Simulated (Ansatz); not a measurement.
Gas-phase electronic energies from Ansatz, PBE0-D4/def2-TZVP geometries. CCSD(T)/CBS adds triple-zeta CCSD(T) − MP2 to the extrapolated MP2 energy (def2 sets, frozen cores). DFT in def2-TZVPP. B3LYP here is the variant with VWN-RPA as its local correlation; programs differ in this. Elements past krypton have def2 core potentials. For In outer-core shells are correlated without core-valence functions, which leaves a few kJ/mol of doubt a bond. One conformer a species, not always the lowest.

Consider the redistribution: `N[SiH](O)[SiH3]` + `[F][In]([SH])[O][SiH3]` → `N[SiH](O)[SiH2][SiH3]` + `[OH][In]([F])[SH]`.

| level | ΔE (kJ/mol) | difference from CCSD(T)/CBS |
| --- | --- | --- |
| PBE-D4 | 59.3 | -31.3 |
| r2SCAN-D4 | 79.8 | -10.8 |
| PBE0-D4 | 69.7 | -20.9 |
| B3LYP-D4 | 86.8 | -3.8 |
| ωB97X-V | 87.8 | -2.8 |
| ωB97M-V | 91.1 | 0.5 |
| B2PLYP | 94.9 | 4.3 |
| PBE | 61.6 | -29.0 |
| r2SCAN | 80.6 | -10.0 |
| PBE0 | 71.9 | -18.7 |
| B3LYP | 90.4 | -0.2 |
| HF/def2-TZVPP | 122.8 | 32.2 |
| MP2/def2-TZVPP | 97.5 | 6.9 |
| SCS-MP2/def2-TZVPP | 103.7 | 13.1 |
| CCSD/def2-TZVPP | 96.0 | 5.4 |
| CCSD(T)/def2-TZVPP | 91.6 | 1.0 |
| HF/def2-QZVPP | 125.5 | 34.9 |
| MP2/def2-QZVPP | 97.8 | 7.2 |
| SCS-MP2/def2-QZVPP | 103.9 | 13.3 |
| HF/CBS(def2) | 125.8 | 35.2 |
| MP2/CBS(def2) | 96.5 | 5.9 |
| CCSD/CBS(def2) | 95.0 | 4.4 |
| CCSD(T)/CBS | 90.6 | 0 |

Largest T1 diagnostic among the species: 0.016.

The D4 term adds −3.7 kJ/mol with B3LYP and −2.2 kJ/mol with PBE0; it sums over pairs of atoms, weighted by their polarisabilities, and B3LYP, whose exchange is more repulsive, gets the larger term. From PBE to PBE0 (25 % exact exchange), in def2-TZVPP and without D4, ΔE moves by +10.3 kJ/mol.

CCSD(T)/CBS has its own doubt, a few kJ/mol and more with outer-core shells, so smaller differences from it don't rank the levels.
